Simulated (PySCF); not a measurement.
**Dipole moment and polarisability of `C/C=C/[CH2][AlH2-][NH3+]`**

Compound: C4H12AlN.
Atom-mapped SMILES: `[CH3:1]/[CH:2]=[CH:3]/[CH2:4][AlH2-:5][NH3+:6]` (hydrogens: H7, H8, H9 on C1; H10 on C2; H11 on C3; H12, H13 on C4; H14, H15 on Al5; H16, H17, H18 on N6)

Structure used (GFN2-xTB), in Å, numbered top down from 1:
```xyz
18
C4H12AlN angstrom
C      2.2165    1.1432   -0.9101
C      1.1702    0.8371    0.1173
C      0.9210   -0.3801    0.6032
C     -0.1420   -0.7195    1.5764
Al    -1.9373   -1.1661    0.7091
N     -1.6596   -0.0261   -0.9870
H      2.6862    0.2293   -1.2674
H      1.7869    1.6727   -1.7630
H      2.9908    1.7855   -0.4890
H      0.6313    1.6955    0.5048
H      1.4960   -1.2144    0.2163
H     -0.3313    0.1439    2.2334
H      0.2091   -1.5309    2.2257
H     -2.1596   -2.5710    0.0721
H     -3.1943   -0.4463    1.2908
H     -0.6904    0.3103   -0.8814
H     -2.2754    0.7813   -1.0405
H     -1.7270   -0.5382   -1.8624
```

Level: wB97X-D/def2-SVPD (PySCF), static field, nuclei fixed, core orbitals frozen in the response. The polarisability tensor in these axes (au):

```
x   100.58  13.26  -7.31
y    13.26  90.70  -8.71
z    -7.31  -8.71  85.18
```

What are the eigenvalues, a third of the trace, and Δα (Δα² = ½Σ(αi − αj)² over the three pairs)?

Principal values 78.44, 84.02 and 114.01 au; mean 92.15 au = 13.66 Å³ = 15.19 × 10⁻⁴⁰ C²·m²/J; Δα = 33.13 au (36 % of the mean).

What is the dipole moment, and where does it point?

(0.96, 2.30, -3.27) D, 4.11 D in size, pointing from the negative to the positive side. Measured along this direction, the outermost atoms are H13 at the negative end and H8 at the positive end.

What would n − 1 = 2πNα be for an ideal gas of these molecules at 500 K and 1 atm, electronic part alone?

N = p/kT = 1.4678 × 10¹⁹ cm⁻³, so n − 1 = 2π × N × 13.66 × 10⁻²⁴ cm³ = 1259 × 10⁻⁶ at long wavelengths.

Along which axes do the principal values lie, and how far do the nuclei extend along each?

Largest value along (0.75, 0.56, -0.36), where the nuclei span 6.51 Å; middle along (0.64, -0.45, 0.62), 4.67 Å; least along (-0.19, 0.69, 0.69), 3.06 Å. The response follows the extents in order.

What depolarisation ratio follows for Rayleigh scattering of linearly polarised light, taking the static tensor?

ρ = 3Δα²/(45ᾱ² + 4Δα²) = 3293.6/(382156 + 4391.4) = 0.00852.

The structure is a single GFN2-xTB conformer in the gas phase; no vibrational or solvent corrections.
